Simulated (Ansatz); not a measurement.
Computed with Ansatz on PBE0-D4/def2-TZVP structures; ΔE is electronic, products minus reactants. CBS: MP2 limit from def2 TZ/QZ plus the TZ coupled-cluster correction, frozen cores. This one scheme is used for every species. Functionals use def2-TZVPP. B3LYP here is the variant with VWN-RPA as its local correlation; programs differ in this. HSE06 is defined as in plane-wave codes. Each species was taken in one conformer, which may not be the lowest.

Reaction (cleavage of the Si–Si bond): `F[Si]([SiH3])(Cl)Cl` + NH₃ → `N[Si](F)(Cl)Cl` + SiH₄

`F[Si]([SiH3])(Cl)Cl`:

Z-matrix (Å, degrees):
```
Si
Si 1 2.331
Cl 1 2.038 2 111.2
F 1 1.589 2 111.2 3 -119.3
Cl 1 2.038 2 111.2 3 121.5
H 2 1.484 1 109.0 3 179.7
H 2 1.484 1 109.0 3 59.2
H 2 1.484 1 107.8 3 -60.6
```

NH₃:

Z-matrix (Å, degrees):
```
N
H 1 1.013
H 1 1.013 2 107.1
H 1 1.013 2 107.1 3 -114.5
```

`N[Si](F)(Cl)Cl`:

```xyz
7

N     0.888    0.597    0.210
Si   -0.481   -0.327   -0.076
F    -1.165   -0.922    1.224
Cl   -1.896    0.827   -0.958
Cl    0.018   -1.928   -1.214
H     0.839    1.565    0.475
H     1.797    0.187    0.339
```

SiH₄:

Cartesian coordinates in Å:
```
Si 0.000 0.000 0.000
H 1.341 0.339 0.540
H -0.960 -0.156 1.122
H 0.080 -1.271 -0.763
H -0.462 1.088 -0.898
```

```csv
level,ΔE (kJ/mol),difference from CCSD(T)/CBS
LDA (SPW92),-65.6,7.5
PBE-D4,-53.1,20.0
revPBE-D4,-55.8,17.3
BLYP-D4,-64.4,8.7
r2SCAN-D4,-71.0,2.1
B97M-V,-72.0,1.1
PBE0-D4,-62.4,10.7
B3LYP-D4,-70.9,2.2
r2SCANh-D4,-72.8,0.3
r2SCAN0-D4,-75.5,-2.4
HSE06-D4,-62.1,11.0
CAM-B3LYP-D4,-80.2,-7.1
ωB97X-V,-74.1,-1.0
ωB97M-V,-79.5,-6.4
B2PLYP,-77.3,-4.2
PBE,-54.4,18.7
revPBE,-51.1,22.0
PBE0,-63.9,9.2
B3LYP,-73.1,0.0
r2SCANh,-73.4,-0.3
r2SCAN0,-76.2,-3.1
HSE06,-63.7,9.4
BHLYP,-84.4,-11.3
CAM-B3LYP,-82.1,-9.0
LC-ωPBE,-74.9,-1.8
RPA@PBE/def2-TZVPP,-74.3,-1.2
HF/def2-SVP,-95.6,-22.5
MP2/def2-SVP,-86.3,-13.2
CCSD/def2-SVP,-81.9,-8.8
CCSD(T)/def2-SVP,-79.2,-6.1
HF/def2-TZVPP,-94.7,-21.6
MP2/def2-TZVPP,-81.7,-8.6
SCS-MP2/def2-TZVPP,-83.0,-9.9
CCSD/def2-TZVPP,-79.1,-6.0
CCSD(T)/def2-TZVPP,-76.0,-2.9
HF/def2-QZVPP,-95.2,-22.1
MP2/def2-QZVPP,-80.2,-7.1
SCS-MP2/def2-QZVPP,-81.7,-8.6
MP2/CBS(def2),-78.8,-5.7
CCSD/CBS(def2),-76.2,-3.1
CCSD(T)/CBS,-73.1,0
```

Largest T1 diagnostic among the species: 0.011.

From PBE to PBE0 (25 % exact exchange), in def2-TZVPP and without D4, ΔE moves by −9.6 kJ/mol. At CCSD(T), def2-SVP lies −6.1 kJ/mol from the extrapolated value and def2-TZVPP −2.9 kJ/mol.
